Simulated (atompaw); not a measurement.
# Pseudopotential generation for N (Z = 7): PAW (atompaw), PBE, scalar-relativistic.

nitrogen (N), PAW, made with atompaw 4.2.0.5 (PBE, scalar-relativistic). Core none, reference 1s2 2s2 2p3. Waves: 1s (bound): rc 0.40 bohr; 2s (bound): rc 0.50 bohr; 2p (bound): rc 2.55 bohr; 2p channel at -0.1 Ry: rc 2.55 bohr. Local part: bessel scheme, radius 1.85 bohr. Core correction: none. Augmentation charge: besselshape compensation charge, radius 2.30 bohr; PAW radius 2.55 bohr; waves and projectors: custom rrkj vanderbiltortho.

All-electron outer shells of the reference configuration (PBE, scalar-relativistic, ld1.x):

```
shell  level (eV)  outermost node (bohr)  outermost maximum (bohr)
   1s     -384.72                      –                      0.15
   2s      -18.58                   0.32                      1.02
   2p       -7.09                      –                      0.98
```

Q: Does the generator finish with these settings?

A: Yes, a potential is produced.

Q: Estimate the cutoffs (Ry, on a coarse ladder) from which the occupation-weighted sum of valence levels, in a spherical-Bessel basis at the reference potential, stays within 10 and 1 mRy of its value at 400 Ry.

A: over 300 Ry and over 300 Ry.

Q: What does a ghost test show?

A: No extra level below or beside the all-electron valence levels (s, p, d, f tested).

Q: Is the overlap operator S = 1 + Σ q|β⟩⟨β| positive definite (Bessel basis up to 400 Ry)?

A: Yes: its lowest eigenvalue is 0.37 (s channel).
